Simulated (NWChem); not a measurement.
Species: C$_{4}$H$_{3}$FO; SMILES o1ccc(F)c1

### Question
Give the equilibrium geometry at PBE-D3(BJ)/def2-SVP (NWChem) as an XYZ file, with the point group.

### Answer
point group Cs; any orientation.
```
9

F     -0.0310     2.0619     0.0000
C     -0.0108     0.7273     0.0000
C      1.1651    -0.0903     0.0000
C      0.6922    -1.3819     0.0000
O     -0.6688    -1.4009     0.0000
C     -1.1065    -0.1068     0.0000
H      2.2066     0.2462     0.0000
H      1.1846    -2.3595     0.0000
H     -2.1863     0.0620     0.0000
```
